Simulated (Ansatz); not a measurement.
`F[Si](F)([SiH3])Cl` + `[NH2][Cd][OH]` → `[NH2][Cd][O][SiH3]` + `F[SiH](F)Cl`  (cleavage of the Si–Si bond)

Computed with Ansatz on PBE0-D4/def2-TZVP structures; ΔE is electronic, products minus reactants. CCSD(T)/CBS adds triple-zeta CCSD(T) − MP2 to the extrapolated MP2 energy (def2 sets, frozen cores). Functionals use def2-TZVPP. Elements past krypton have def2 core potentials. For Cd outer-core shells are correlated without core-valence functions, which leaves a few kJ/mol of doubt a bond. Each species was taken in one conformer, which may not be the lowest.

```json
{"level": "LC-ωPBE", "ΔE (kcal/mol)": "-25.8"}
{"level": "CCSD(T)/def2-TZVPP", "ΔE (kcal/mol)": "-28.9"}
```

**Question.** What does CCSD(T)/CBS give? (An estimate is asked.)

**Answer.** The calculation gave: -27.4 kcal/mol. The listed levels differ from it by 1.6, -1.5 kcal/mol.

Largest T1 diagnostic among the species: 0.016.

Leaving LDA and LC-ωPBE aside and taking each functional with its dispersion term where it has one, the values, not all of them listed here, spread over 10.3 kcal/mol, from BHLYP-D4 to PBE-D4. In def2-TZVPP, CCSD(T) changes the Hartree–Fock value by +7.1 kcal/mol (the triples alone add +1.0 kcal/mol) and MP2 by +5.4 kcal/mol.
